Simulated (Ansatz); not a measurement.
The same path of CH₃AlClF (7 atoms, charge 0, multiplicity 1) was run twice with different band settings. The coordinate that changes most is the dihedral H6–C1–Al2–Cl4.

These are results of Ansatz 0.2.0, RKS B3LYP-D4/def2-SVP, not measurements.

Relaxed end points:

```xyz
7
Properties=species:S:1:pos:R:3
C -0.118 0.917 -0.160
Al 0.202 -0.955 0.201
F 1.439 -1.426 1.212
Cl -0.943 -2.512 -0.620
H -0.965 1.065 -0.847
H -0.330 1.461 0.776
H 0.777 1.382 -0.607
```

```xyz
7
Properties=species:S:1:pos:R:3
C -0.128 0.920 -0.133
Al 0.226 -0.963 0.125
F 1.790 -1.527 0.194
Cl -1.273 -2.420 0.330
H 0.299 1.261 -1.091
H -1.205 1.147 -0.133
H 0.353 1.514 0.663
```

Common settings: movable images 5; climbing image yes; optimiser quadratic models (default); start path through a guess of the saddle point; force threshold 0.05 eV/Å; iteration limit 60; end points relaxed.

| run | spring |
| --- | --- |
| 1 | 5.0 eV/Å² |
| 2 | 20.0 eV/Å² |

**Question.** What does each run give, and how far can it be trusted?

**Answer.** Run 1: converged after 4 iterations, highest image 0.002 eV above the first end. The top lies less than 8 meV above the higher end, about what the thresholds resolve: that end is a shoulder or a very shallow well. A vibrational analysis at the climbing image gives one clearly imaginary mode, 41i cm⁻¹: a first-order saddle point.
Run 2: converged after 4 iterations, highest image 0.002 eV above the first end. The top lies less than 8 meV above the higher end, about what the thresholds resolve: that end is a shoulder or a very shallow well. Another band between the same ends (5 images) ends at a top of the same energy, where a vibrational analysis finds 1 clearly imaginary mode.
